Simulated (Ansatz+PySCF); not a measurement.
A calculation with PySCF 2.14.0.

```python
from pyscf import gto, scf, cc

mol = gto.M(atom="""
Li 0.000000 0.000000 0.000000
Be 1.212390 1.616520 3.499870
""", basis='sto-3g', charge=0, spin=1)
mf = scf.UHF(mol)
mf.kernel()
mycc = cc.CCSD(mf, frozen=None).run()
et = mycc.ccsd_t()
print(mf.e_tot, mycc.e_corr, et, mycc.e_tot + et)
```

The script is written out from the run's settings.

Results

* Converged: yes
* Reference energy: -21.66907 hartree
* CCSD correlation energy: -0.05172 hartree
* Triples correction: -0.00002 hartree
* Total energy: -21.72082 hartree
* Spin squared of the determinant: 0.783

This is not the lowest solution: another run reaches a determinant 0.08 eV lower.
